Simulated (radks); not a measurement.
Ag+, 46 electrons, occupied as [Kr] 4d9 5d1 (not the ground configuration).

All-electron calculation, Dirac Kohn-Sham, BLYP, spin-unpolarised, spherical densities, finite nucleus; open shells fill j = l - 1/2 first; Fermi nuclear charge, rms radius 4.5454 fm. Program: a radial shooting solver on a logarithmic mesh with Libxc functionals.

Energy parts (hartree):
part                        energy
total                  -5316.83599
kinetic                 5564.32851
electron-nucleus      -12865.34802
Hartree                 2133.63260
exchange-correlation    -149.44908

Orbitals (lengths in bohr, moments of r in powers of bohr; <r^-3> diverges for s and p1/2; r(90%) holds 90 % of the orbital's charge):
orbital  occ.  eigenvalue (hartree)  r(90%)   <1/r>  <r^-3>     <r^2>  small-component weight
1s1/2       2             -931.0767  0.0558   49.44       -  0.001308                2.96e-02
2s1/2       2             -137.5968   0.208   11.39       -   0.02140                6.20e-03
2p1/2       2             -127.9289   0.187   11.37       -   0.01599                6.22e-03
2p3/2       4             -121.4823   0.194   10.68    3496   0.01732                5.97e-03
3s1/2       2             -25.73493   0.543   3.982       -    0.1554                1.75e-03
3p1/2       2             -21.88850   0.543   3.888       -    0.1508                1.69e-03
3p3/2       4             -20.75104   0.558   3.721   627.3    0.1599                1.62e-03
3d3/2       4             -13.93637   0.545   3.557   96.39    0.1409                1.51e-03
3d5/2       6             -13.70726   0.549   3.514   90.73    0.1437                1.49e-03
4s1/2       2              -4.11603    1.32   1.526       -    0.9370                4.45e-04
4p1/2       2              -2.90154    1.44   1.405       -     1.087                3.88e-04
4p3/2       4              -2.71178    1.49   1.352   104.6     1.157                3.68e-04
4d3/2       4              -0.87372    2.07   1.028   9.795     2.059                2.27e-04
4d5/2       5              -0.85111    2.10   1.014   9.099     2.115                2.21e-04
5d3/2       1              -0.14683    8.45  0.2194  0.4000     36.83                1.36e-05
5d5/2       0              -0.14591    8.50  0.2181  0.3816     37.29                1.36e-05

The highest occupied level is 5d3/2 at -3.996 eV. Summed over all electrons, <r^2> = 67.14 bohr^2, which gives a Langevin (diamagnetic) susceptibility term of -53.2 x 10^-6 cm^3/mol.
